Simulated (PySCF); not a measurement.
fluoro(silyloxy)silane (FH₅OSi₂), SMILES F[SiH2]O[SiH3].

Geometry optimised at B3LYP-D3(BJ)/def2-SVP. Other conformers were not sampled.

The numbers are results of B3LYP-D3(BJ)/def2-SVP run with PySCF, not measurements.

Frequencies are harmonic and unscaled.

Computed vibrational spectrum:
| mode | ν (cm⁻¹) | IR (km/mol) | Raman (Å⁴/amu) | depolarisation | moving atoms (share of kinetic energy) |
|---|---|---|---|---|---|
| 1 | 30 | 1.5 | 0.1 | 0.73 | H 49 %, F 22 %, Si 15 %, O 14 % |
| 2 | 48 | 1.0 | 0.1 | 0.72 | H 56 %, O 25 %, F 12 % |
| 3 | 78 | 1.9 | 0.1 | 0.31 | O 45 %, Si 24 %, H 23 %, F 8 % |
| 4 | 322 | 20.8 | 1.7 | 0.73 | O 40 %, F 35 %, Si 19 % |
| 5 | 592 | 0.9 | 14.9 | 0.30 | Si 73 %, H 16 %, O 9 % |
| 6 | 698 | 35.9 | 10.5 | 0.74 | H 78 %, Si 18 % |
| 7 | 734 | 76.7 | 16.1 | 0.75 | H 84 %, Si 9 % |
| 8 | 741 | 63.6 | 10.0 | 0.72 | H 86 % |
| 9 | 756 | 59.2 | 7.1 | 0.64 | H 83 %, O 12 % |
| 10 | 873 | 33.1 | 5.8 | 0.63 | F 54 %, H 24 %, Si 22 % |
| 11 | 952 | 610.7 | 5.8 | 0.75 | H 83 %, Si 14 % |
| 12 | 957 | 85.8 | 23.9 | 0.75 | H 96 % |
| 13 | 959 | 120.2 | 21.1 | 0.74 | H 96 % |
| 14 | 986 | 193.7 | 11.8 | 0.68 | H 82 %, Si 14 % |
| 15 | 1018 | 123.7 | 20.3 | 0.75 | H 80 %, Si 16 % |
| 16 | 1127 | 400.2 | 1.4 | 0.70 | O 75 %, Si 17 %, H 8 % |
| 17 | 2223 | 101.3 | 95.5 | 0.24 | H 97 % |
| 18 | 2240 | 123.0 | 122.1 | 0.25 | H 97 % |
| 19 | 2249 | 125.0 | 119.9 | 0.33 | H 97 % |
| 20 | 2263 | 122.7 | 151.8 | 0.13 | H 97 % |
| 21 | 2287 | 129.8 | 134.4 | 0.20 | H 97 % |
